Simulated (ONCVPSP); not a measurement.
**Before and after: ONCV potential for B (Z = 5)**

boron (B), optimised norm-conserving Vanderbilt (ONCV), made with ONCVPSP 4.0.1 (BLYP, scalar-relativistic). Core [He], reference 2s2 2p1. Waves: 2s: rc 1.05 bohr, ncon 5, nbas 8, qcut 6.2 1/bohr, 2 projectors, debl 0.4 Ha; 2p: rc 3.10 bohr, ncon 4, nbas 8, qcut 4.2 1/bohr, 2 projectors, debl 3.5 Ha. Local part: polynomial inside 0.80 bohr (lpopt 2, dvloc0 4 Ha). Core correction: none.

Change: p: qcut 4.8.

Cutoffs: the cutoffs (Ha) at which the residual kinetic energy of the hardest occupied pseudo-wave falls to 1 and 0.1 mHa per electron; they do not see the model core or the augmentation charge, which bear on the density cutoff. Errors are all-electron minus pseudo energies relative to the spin-unpolarised reference configuration.

Task: How do hardness, ghosts and transferability respond?

Result: The potential gets neither clearly harder nor softer (106 Ha and 143 Ha → 106 Ha and 143 Ha); both files keep a bound ghost (s); of the 4 tests that both files solve, the error grows in 0 and shrinks in 4 by more than 15 % and 0.3 meV (median size 68.6 → 54.9 meV).

| quantity | base | changed |
| --- | --- | --- |
| cutoff, loose | 106 Ha | 106 Ha |
| cutoff, tight | 143 Ha | 143 Ha |
| loose cutoff by channel | s 106 Ha, p 5.9 Ha | s 106 Ha, p 6.6 Ha |
| bound ghosts | s | s |
| GHOST(+) flags under 300 eV | none | none |
| error for 2s2 2p0, meV [ΔE 8.17 eV] | +119 | +96 |
| error for 2s1 2p0, meV [ΔE 33.52 eV] | +381 | +321 |
| error for 2s2 2p0.5, meV [ΔE 2.86 eV] | +18 | +14 |
| error for 2s1 2p2, meV [ΔE 5.78 eV] | -14 | -9.7 |
| s: phases at 1.06 bohr within 0.05 rad from the reference energy up to (Ha; the scan ends near 5) | to the end of the scan | to the end of the scan |
| p: phases at 3.14 bohr within 0.05 rad from the reference energy up to (Ha; the scan ends near 5) | 0.5 | 0.3 |

 A true bound ghost makes a file unfit for plane-wave use even where its test errors are small: the radial tests pick states by their node count and pass the ghost by.
